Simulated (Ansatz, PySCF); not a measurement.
Breaking the Al1–H2 bond in CH6AlN (SMILES C[NH][AlH2]) (multiplicity 1 held, fragments rigid). Energies count from the point at 1.578 Å.
Geometry at that point (charge 0, multiplicity 1):
```xyz
9

Al    -0.096     0.212     1.211
H     -1.280     0.733     2.113
H      1.340    -0.176     1.739
N     -0.401     0.052    -0.527
C      0.504    -0.400    -1.575
H     -1.311     0.293    -0.895
H      0.674     0.371    -2.334
H      0.131    -1.295    -2.085
H      1.473    -0.651    -1.141
```

Restricted levels (R-, RO-) in cc, def2 and unpolarised 6-31G sets keep to the state of the molecule at rest. U- levels take the lowest unrestricted solution at each point, which mixes spins at long bonds. Left out are points that failed, MP2 points that dive below the minimum, coupled-cluster points behind a jump of the amplitudes or a sharp parting from full CI or MRCI, small-basis points behind a change of solution, and semi-empirical points at long bonds. Curves can end on different states.

Correlated levels freeze the cores. Rows in 3-21G, 6-31G* carry no dispersion term and start afresh at each structure (6-31G* with six Cartesian d functions).

Run with Ansatz (a program for electronic structure); PySCF for 3-21G rows, 6-31G* rows. 

Energies in kJ/mol.

```csv
R (Å),R-HF/3-21G,R-HF/6-31G*,R-BP86/6-31G*,R-MP2/cc-pV(T+d)Z,U-SCS-MP2/cc-pV(T+d)Z
1.262,120,114,115,104,104
1.420,27,23,26,20,20
1.578,0,0,0,0,0
1.735,10,14,9,14,14
1.893,41,47,36,47,46
2.130,105,114,91,110,109
2.366,175,186,149,177,185
2.761,289,300,238,280,305
3.155,391,398,309,363,347
3.629,492,496,371,436,364
4.260,595,595,left out,492,370
5.048,681,678,left out,510,371
```

Doubts at one or more of the structures used: a restricted determinant that unrestricted orbitals would lower (R-HF/3-21G, R-HF/6-31G*, R-BP86/6-31G*, R-MP2/cc-pV(T+d)Z); a spin-contaminated determinant (U-SCS-MP2/cc-pV(T+d)Z).
